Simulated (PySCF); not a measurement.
**J couplings in cyclopentylacetylene**

Molfile (atoms numbered from 1):
```
C7H10
     RDKit          3D

 17 17  0  0  0  0  0  0  0  0999 V2000
    3.2734    0.7667   -0.1931 C   0  0  0  0  0  0  0  0  0  0  0  0
    2.1449    0.5306    0.1805 C   0  0  0  0  0  0  0  0  0  0  0  0
    0.7854    0.2464    0.6217 C   0  0  0  0  0  0  0  0  0  0  0  0
   -0.2726    1.2735    0.1089 C   0  0  0  0  0  0  0  0  0  0  0  0
   -1.2602    0.4591   -0.7300 C   0  0  0  0  0  0  0  0  0  0  0  0
   -1.2200   -0.9265   -0.0932 C   0  0  0  0  0  0  0  0  0  0  0  0
    0.2706   -1.1383    0.1498 C   0  0  0  0  0  0  0  0  0  0  0  0
    4.2739    0.9762   -0.5217 H   0  0  0  0  0  0  0  0  0  0  0  0
    0.7911    0.2663    1.7244 H   0  0  0  0  0  0  0  0  0  0  0  0
   -0.7865    1.7236    0.9719 H   0  0  0  0  0  0  0  0  0  0  0  0
    0.1936    2.0945   -0.4525 H   0  0  0  0  0  0  0  0  0  0  0  0
   -2.2662    0.9042   -0.7586 H   0  0  0  0  0  0  0  0  0  0  0  0
   -0.9040    0.3904   -1.7716 H   0  0  0  0  0  0  0  0  0  0  0  0
   -1.6703   -1.7124   -0.7182 H   0  0  0  0  0  0  0  0  0  0  0  0
   -1.7657   -0.9164    0.8664 H   0  0  0  0  0  0  0  0  0  0  0  0
    0.4983   -1.9330    0.8748 H   0  0  0  0  0  0  0  0  0  0  0  0
    0.7668   -1.4065   -0.7960 H   0  0  0  0  0  0  0  0  0  0  0  0
  1  2  3  0
  2  3  1  0
  3  4  1  0
  4  5  1  0
  5  6  1  0
  6  7  1  0
  7  3  1  0
  1  8  1  0
  3  9  1  0
  4 10  1  0
  4 11  1  0
  5 12  1  0
  5 13  1  0
  6 14  1  0
  6 15  1  0
  7 16  1  0
  7 17  1  0
M  END
```

Method: B3LYP/pcJ-1 (without the spin–dipole term)//PBE0-D3(BJ)/def2-SVP, PySCF 2.14; isolated molecule, single conformer, non-relativistic. Couplings are averaged over pairs made equivalent by symmetry, fast rotation or ring inversion, so a value needn't be that of the named pair in this geometry, while other rotamers aren't included; one pair stands for each set, and the list holds a selection of those of at least 0.8 Hz over up to four bonds.

Isotopes: $^{13}$C, $^{1}$H.

| pair | bonds | J (Hz) |
| --- | --- | --- |
| C1, C2 | 1 | ? |
| C1, H8 | 1 | 270.8 |
| C2, C3 | 1 | 75.9 |
| C3, C4 | 1 | 34.1 |
| C3, H9 | 1 | 137.6 |
| C4, C5 | 1 | 34.3 |
| C4, H10 | 1 | ? |
| C4, H11 | 1 | 138.9 |
| C5, C6 | 1 | 33.2 |
| C5, H12 | 1 | ? |
| C5, H13 | 1 | 135.7 |
| C2, C4 | 2 | -2.1 |
| C2, H9 | 2 | ? |
| C4, C7 | 2 | 2.0 |
| H10, H11 | 2 | -14.4 |
| H12, H13 | 2 | ? |
| C1, H9 | 3 | 4.5 |
| C2, H11 | 3 | 8.4 |
| C3, H13 | 3 | 5.6 |
| C4, H15 | 3 | 5.9 |
| C5, H17 | 3 | 4.8 |
| H10, H12 | 3 | ? |
| H11, H12 | 3 | 7.8 |
| H11, H13 | 3 | ? |
| H13, H14 | 3 | 6.0 |
| C4, H8 | 4 | ? |

Question: Estimate the withheld couplings, with signs.

Answer: 
- $^{1}J$(C1,C2) = 195.3 Hz (bond length 1.212 Å)
- $^{1}J$(C4,H10) = 137.9 Hz (bond length 1.101 Å, sp3 carbon)
- $^{1}J$(C5,H12) = 134.8 Hz (mean over equivalent pairs that range from 131.2 to 138.4 Hz in this conformer)
- $^{2}J$(C2,H9) = -10.9 Hz (angle at C3 107°)
- $^{2}J$(H12,H13) = -13.4 Hz (angle at C5 107°)
- $^{3}J$(H10,H12) = 7.6 Hz (mean over equivalent pairs that range from 6.9 to 8.4 Hz in this conformer)
- $^{3}J$(H11,H13) = 8.4 Hz (mean over equivalent pairs that range from 6.8 to 9.9 Hz in this conformer)
- $^{4}J$(C4,H8) = -2.1 Hz
